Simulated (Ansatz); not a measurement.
A nudged elastic band was laid between two geometries of C2H4BFO (9 atoms, charge 0, multiplicity 1).

These are results of Ansatz 0.2.0, RKS B3LYP-D4/6-31G, not measurements.

```yaml
movable_images: 7
climbing_image: yes
spring: 50.0 eV/Å²
optimiser: quadratic models (default)
start_path: through a guess of the saddle point
force_threshold: 0.05 eV/Å
iteration_limit: 60
end_points: relaxed
```

First end point:

```xyz
9
Properties=species:S:1:pos:R:3
O -2.048 -0.488 0.662
C -0.798 -0.555 0.106
C 0.153 0.408 0.112
B 1.487 0.144 -0.561
F 2.466 1.115 -0.564
H -2.221 0.373 1.098
H -0.657 -1.523 -0.362
H -0.052 1.362 0.602
H 1.757 -0.882 -1.110
```

Last end point:

```xyz
9
Properties=species:S:1:pos:R:3
O -2.035 -0.511 0.647
C -0.779 -0.547 0.102
C 0.150 0.439 0.127
B 1.508 0.247 -0.527
F 1.795 -0.956 -1.155
H -2.231 0.341 1.089
H -0.607 -1.504 -0.374
H -0.086 1.381 0.623
H 2.375 1.065 -0.548
```

Q: Which bonds break or form, and what moves?

A: No bond is made or broken. The dihedral C2–C3–B4–F5 goes from -180 to 0°.

Q: Give the energies along the band, and the barrier.

A: The forces met the threshold. The highest image is number 4 of 0 to 8, 0.53 eV above the first end and 0.51 eV above the last; the last end lies 0.02 eV above the first. Another band between the same ends (7 images) ends at a top of the same energy, where a vibrational analysis finds 1 clearly imaginary mode. Limits of this set-up: no polarisation functions.

| image | path coordinate (Å) | energy (eV) | dihedral C2–C3–B4–F5 (°) |
| --- | --- | --- | --- |
| 0 | 0.00 | 0.00 | -180 |
| 1 | 0.51 | 0.07 | -157 |
| 2 | 1.02 | 0.25 | -135 |
| 3 | 1.53 | 0.44 | -114 |
| 4 | 2.04 | 0.53 | -92 |
| 5 | 2.56 | 0.44 | -69 |
| 6 | 3.08 | 0.25 | -46 |
| 7 | 3.60 | 0.08 | -23 |
| 8 | 4.11 | 0.02 | 0 |

Q: What is the geometry of the highest image?

A: 
```xyz
9
Properties=species:S:1:pos:R:3:forces:R:3
O -2.000 -0.514 0.863 0.00 0.00 0.00
C -0.733 -0.616 0.311 0.00 0.00 0.00
C 0.072 0.392 -0.059 0.00 -0.01 0.00
B 1.477 0.213 -0.680 0.00 0.01 0.01
F 2.592 0.179 0.125 0.00 0.00 0.00
H -2.276 0.417 0.983 0.00 0.00 0.00
H -0.476 -1.664 0.215 0.00 0.00 0.00
H -0.280 1.420 0.073 0.00 0.00 0.00
H 1.714 0.126 -1.847 0.00 0.00 0.00
```

The run took 2.1 min on 1 thread of Intel(R) Xeon(R) Platinum 8488C (Sapphire Rapids), on a shared host, peak memory 0.14 GiB.
